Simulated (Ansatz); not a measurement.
Species: SiCl, charge 0, doublet. SiCl (SMILES [Si]Cl, doublet).
B3LYP-D3(BJ)/def2-TZVP minimum from Ansatz (an electronic-structure program):
```
Si
Cl 1 2.0838
```
Charge 0, spin multiplicity 2.

Total energies in cc-pV(Q+d)Z, 11 correlated electrons, 10 frozen orbitals. Open shells are spin-unrestricted; no spin-orbit coupling. Cores are frozen in correlated methods. No relativity.

| method | program | energy (Eh) | minus CCSDT(Q) (mEh) |
|---|---|---|---|
| HF | Ansatz | -748.46098 | 332.78 |
| MP2 | Ansatz | -748.74809 | 45.68 |
| CCSD | Ansatz | -748.77616 | 17.61 |
| CCSD(T) | Ansatz | -748.79183 | 1.93 |
| CCSDT(Q) | Ansatz | -748.79377 | 0.00 |
